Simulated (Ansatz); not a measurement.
FH₄O₄Ta, SMILES `[OH][Ta]([OH])([OH])([OH])[F]`, relaxed with RKS PBE0-D4/def2-TZVP in Ansatz from a PBE-D4/def2-SVP geometry. The force threshold is 0.005 eV/Å; the program also tests the step.

Total charge 0; spin multiplicity 1. Ta takes the def2 core potential.

Start:

```xyz
10

O    -1.084   -0.929    1.416
Ta   -0.277   -0.114   -0.124
O     1.442    0.120    0.715
O    -0.183    1.828   -0.340
O     0.378   -1.313   -1.471
F    -1.974    0.085   -0.993
H    -0.645   -1.161    2.252
H     2.017    0.869    0.938
H    -0.965    2.223   -0.771
H     1.291   -1.609   -1.621
```

Q: By how much does the energy fall, and how many steps does the optimiser take? (An estimate is asked.)

A: The calculation gave: 5.61 kJ/mol, in 8 steps.

Q: Which bonds change most? (Best estimate.)

A: Ansatz gave: Ta2–O4 from 1.956 to 1.930 Å; O1–Ta2 from 1.921 to 1.903 Å; Ta2–O3 from 1.927 to 1.910 Å; Ta2–F6 from 1.916 to 1.900 Å.

Q: Give the relaxed structure. (Estimate.)

A: The calculation gave: 
```xyz
10

O    -1.072   -0.925    1.393
Ta   -0.276   -0.103   -0.127
O     1.429    0.094    0.709
O    -0.207    1.816   -0.328
O     0.374   -1.278   -1.474
F    -1.962    0.031   -0.994
H    -0.629   -1.109    2.222
H     2.020    0.815    0.918
H    -0.957    2.234   -0.758
H     1.281   -1.576   -1.561
```
